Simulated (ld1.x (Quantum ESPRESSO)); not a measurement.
# An all-electron radial function and its pseudo partner (O (Z = 8))

Columns: radius, all-electron u(r) and pseudo u(r) of the 2p shell (level -8.97 eV) of oxygen in the configuration [He] 2s2 2p4; PBEsol, scalar-relativistic, TM scheme, ld1.x (Quantum ESPRESSO) 7.5.

```json
{"r (bohr)": "0.047", "all-electron": "0.0278", "pseudo": "0.0140"}
{"r (bohr)": "0.095", "all-electron": "0.0948", "pseudo": "0.0559"}
{"r (bohr)": "0.142", "all-electron": "0.1787", "pseudo": "0.1207"}
{"r (bohr)": "0.190", "all-electron": "0.2709", "pseudo": "0.2055"}
{"r (bohr)": "0.237", "all-electron": "0.3601", "pseudo": "0.3001"}
{"r (bohr)": "0.285", "all-electron": "0.4458", "pseudo": "0.4009"}
{"r (bohr)": "0.332", "all-electron": "0.5221", "pseudo": "0.4967"}
{"r (bohr)": "0.380", "all-electron": "0.5911", "pseudo": "0.5853"}
{"r (bohr)": "0.427", "all-electron": "0.6497", "pseudo": "0.6592"}
{"r (bohr)": "0.475", "all-electron": "0.7006", "pseudo": "0.7195"}
{"r (bohr)": "0.522", "all-electron": "0.7419", "pseudo": "0.7641"}
{"r (bohr)": "0.570", "all-electron": "0.7758", "pseudo": "0.7964"}
{"r (bohr)": "0.617", "all-electron": "0.8016", "pseudo": "0.8178"}
{"r (bohr)": "0.665", "all-electron": "0.8210", "pseudo": "0.8318"}
{"r (bohr)": "0.712", "all-electron": "0.8340", "pseudo": "0.8400"}
{"r (bohr)": "0.760", "all-electron": "0.8419", "pseudo": "0.8445"}
{"r (bohr)": "0.807", "all-electron": "0.8449", "pseudo": "0.8457"}
{"r (bohr)": "0.855", "all-electron": "0.8440", "pseudo": "0.8441"}
{"r (bohr)": "0.902", "all-electron": "0.8396", "pseudo": "0.8396"}
{"r (bohr)": "0.950", "all-electron": "0.8322", "pseudo": "0.8322"}
{"r (bohr)": "0.997", "all-electron": "0.8225", "pseudo": "0.8225"}
{"r (bohr)": "1.045", "all-electron": "0.8105", "pseudo": "0.8105"}
{"r (bohr)": "1.092", "all-electron": "0.7971", "pseudo": "0.7971"}
{"r (bohr)": "1.140", "all-electron": "0.7820", "pseudo": "0.7820"}
{"r (bohr)": "1.187", "all-electron": "0.7661", "pseudo": "0.7661"}
{"r (bohr)": "1.235", "all-electron": "0.7490", "pseudo": "0.7490"}
```

(1) How many radial nodes do the two functions have?

(2) At about which radius was the pseudo-wave matched?

(3) Where does each function peak?

(4) Is the pseudo-wave norm-conserving?

Results:

(1) The all-electron 2p function has n − l − 1 = 0; the pseudo-wave has 0.

(2) 0.95 bohr. The columns agree to 0.0005 from 0.85 bohr on; several derivatives are matched, so the curves merge somewhat inside the radius.

(3) Outermost all-electron maximum near 0.81 bohr, pseudo maximum near 0.81 bohr (to the table’s step).

(4) Yes: the TM scheme keeps the norm inside the radius equal to the all-electron one, which fixes the energy derivative of the logarithmic derivative at the level.
